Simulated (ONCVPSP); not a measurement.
## Os (Z = 76), ONCV: configuration errors across variants

- Element: Os
- Generator: ONCVPSP 4.0.1
- Type: optimised norm-conserving Vanderbilt (ONCV)
- Functional: LDA (Perdew-Wang 92)
- Relativity: fully relativistic
- Frozen core: [Kr] 4d10
- Valence charge: 30
- Reference configuration: 4f14 5s2 5p6 5d6 6s0.5 (charge +1.5)
- Partial waves: 5s+6s: rc 1.60 bohr, ncon 4, nbas 8, qcut 9.5 1/bohr, 2 projectors; 5p: rc 1.20 bohr, ncon 3, nbas 7, qcut 8.2 1/bohr, 1 projector; 5d: rc 2.10 bohr, ncon 4, nbas 8, qcut 7.6 1/bohr, 2 projectors, debl 2.6 Ha; 4f: rc 1.00 bohr, ncon 4, nbas 9, qcut 14.5 1/bohr, 1 projector
- Local potential: polynomial inside 0.90 bohr (lpopt 5, dvloc0 0 Ha)
- Core correction: Teter function, fcfact 2.75, rcfact 1.7

Open shells are filled in proportion to 2j + 1.

All-electron excitation energies from the reference (eV): (1) 4f14 5s2 5p6 5d6 6s2 -17.536; (2) 4f14 5s2 5p6 5d6 6s1 -7.675; (3) 4f14 5s2 5p6 5d6 6s0 9.602; (4) 4f14 5s1 5p6 5d6 6s2 80.860.

4 further variants failed, have other tests or too few solved ones, and are left out.

A true bound ghost makes a file unfit for plane-wave use even where its test errors are small: the radial tests pick states by their node count and pass the ghost by.

Errors AE − PS in meV (a dash: test not solved or not reliable):

```csv
change,(1),(2),(3),(4),bound ghosts,GHOST(+) flags above zero
base,-2.0,-0.4,-0.2,-39,s,"p3/2, p1/2"
s: qcut 6; p: qcut 5.2; d: qcut 4.8; f: qcut 9.1,-2.7,-0.5,-0.6,-234,"s, p3/2","d5/2, p1/2, d3/2"
s: qcut 8.6; p: qcut 7.4; d: qcut 6.8; f: qcut 13.1,-2.4,-0.4,-0.3,-60,s,p1/2
s: qcut 9.4; f: qcut 14.4,-2.0,-0.4,-0.2,-41,s,"p3/2, p1/2"
```

**Question.** Give the same row for: s: qcut 7.3; p: qcut 6.3; d: qcut 5.8; f: qcut 11.1.

**Answer.** -1.9, -0.3, -0.3, -118; bound ghosts: s, d5/2, p3/2; GHOST(+) flags above zero: p1/2, d3/2.
